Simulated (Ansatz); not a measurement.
Coupled-cluster diagnostics for TiBr₂Cl₂, Ansatz.

Geometry of the singlet (PBE-D4/def2-SVP):

Cartesian coordinates in Å:
```
Ti 0.0018 0.0196 -0.0350
Br -0.6089 -2.2102 0.2337
Br 0.4944 0.9307 2.0494
Cl -1.6403 1.1173 -0.9361
Cl 1.7530 0.1427 -1.3121
```

Correlated methods freeze 33 core orbitals; core or outer-core shells of Ti, Br are correlated, in sets that lack core-valence functions.

Problem. Estimate the CCSD(T) correlation energy, the shares of MP2 and (T), T1 and the reference's ⟨S²⟩ for: charge 0, singlet, own geometry in def2-SVP; charge 1, doublet, vertical in def2-SVP; and the rough time on 2 threads of AMD EPYC 7R13 on a shared host and a share (18 GiB) of an NVIDIA H100 80GB HBM3.

Solution. 
```json
{"state": "charge 0, singlet, own geometry", "basis": "def2-SVP", "correlation (eV)": "-30.133", "MP2 share (%)": "96.0", "(T) share (%)": "4.9", "T1": "0.019", "⟨S²⟩ (pure)": "0.00 (0.00)", "wall time": "8 s", "remarks": "–"}
{"state": "charge 1, doublet, vertical", "basis": "def2-SVP", "correlation (eV)": "-29.825", "MP2 share (%)": "89.2", "(T) share (%)": "5.1", "T1": "0.058", "⟨S²⟩ (pure)": "1.44 (0.75)", "wall time": "15 s", "remarks": "large T1, spin-contaminated"}
```
Customary marks for T1 are 0.02 (closed shells), 0.045 (open shells) and about 0.05 (3d metals). T1 exceeds 0.02 in 1 of 2 rows and 0.045 in 1; the higher it lies, the less the single-reference result can be trusted.
